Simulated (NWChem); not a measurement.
CH₃AlCl, doublet; SMILES [CH3][Al][Cl]

```xyz
6

Al     0.7071     0.4865    -0.0052
C     -0.4526     2.0998    -0.0069
H     -1.0808     2.0964     0.8931
H     -1.1140     2.0716    -0.8821
H      0.1267     3.0277    -0.0299
Cl    -0.3046    -1.4106     0.0045
```
Atoms are numbered in this order, from 1.

Computed with NWChem. Spin-unrestricted. Geometry: optimised at B3LYP/6-31G* (spherical d), spin-unrestricted. The spin multiplicity was typed, not searched, and may not be the lowest. No stability test was run on the SCF state. B3LYP is NWChem's, with the RPA form of VWN correlation. Fermi-contact couplings, non-relativistic, static geometry.

```
level              A(iso) 27Al atom 1 (MHz)  A(iso) 13C atom 2 (MHz)  A(iso) 1H atom 3 (MHz)  A(iso) 1H atom 4 (MHz)  A(iso) 1H atom 5 (MHz)  A(iso) 35Cl atom 6 (MHz)   <S²>
-----------------  ------------------------  -----------------------  ----------------------  ----------------------  ----------------------  ------------------------  -----
UHF/pcJ-1                               ___                      129                     ___                     ___                     ___                      32.5  0.756
B3LYP/pcJ-1                             986                      131                     5.0                     5.9                   -10.7                      29.8  0.752
UHF/IGLO-II                            1026                      133                    -4.2                    -3.6                   -16.2                      32.9  0.756
CAM-B3LYP/IGLO-II                      1031                      132                     2.8                     3.6                   -10.6                      30.2  0.753
```

Complete the blanks.


- UHF/pcJ-1, A(iso) 27Al atom 1 (MHz): 1019
- UHF/pcJ-1, A(iso) 1H atom 3 (MHz): -3.7
- UHF/pcJ-1, A(iso) 1H atom 4 (MHz): -2.9
- UHF/pcJ-1, A(iso) 1H atom 5 (MHz): -16.7
